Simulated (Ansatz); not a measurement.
`F[SiH2][SiH2]F` and `F[SiH2][SiH2]S` differ in one atom or group.

Ansatz, PBE0-D4/def2-TZVP geometries, multiplicity 1. Each molecule was computed in one conformer, which needn't be the lowest.

```json
{"property": "HOMO energy (PBE0/def2-TZVPP) / eV", "`F[SiH2][SiH2]F`": "-8.44"}
{"property": "LUMO energy (B3LYP/def2-TZVPP) / eV", "`F[SiH2][SiH2]F`": "-1.52"}
{"property": "LUMO energy (PBE/def2-TZVPP) / eV", "`F[SiH2][SiH2]F`": "-2.20"}
{"property": "HOMO–LUMO gap (PBE/def2-TZVPP) / eV", "`F[SiH2][SiH2]F`": "4.98"}
{"property": "HOMO energy (B3LYP/def2-TZVPP) / eV", "`F[SiH2][SiH2]F`": "-8.25"}
{"property": "HOMO–LUMO gap (PBE0/def2-TZVPP) / eV", "`F[SiH2][SiH2]F`": "7.11"}
```

Give the same properties after the change, and the shifts. (Estimate.)

The calculation gave: 
| property | `F[SiH2][SiH2]S` | shift |
| --- | --- | --- |
| HOMO energy (PBE0/def2-TZVPP) / eV | -7.43 | 1.01 |
| LUMO energy (B3LYP/def2-TZVPP) / eV | -1.19 | 0.33 |
| LUMO energy (PBE/def2-TZVPP) / eV | -1.86 | 0.34 |
| HOMO–LUMO gap (PBE/def2-TZVPP) / eV | 4.39 | -0.59 |
| HOMO energy (B3LYP/def2-TZVPP) / eV | -7.20 | 1.05 |
| HOMO–LUMO gap (PBE0/def2-TZVPP) / eV | 6.41 | -0.70 |

With PBE0 the HOMO rises by 1.01 eV and the LUMO rises by 0.31 eV, so the gap narrows by about 0.70 eV. PBE moves the HOMO by 0.93 eV and ωB97M-V by 0.96 eV.

B3LYP here is the variant with VWN-RPA as its local correlation; programs differ in this.
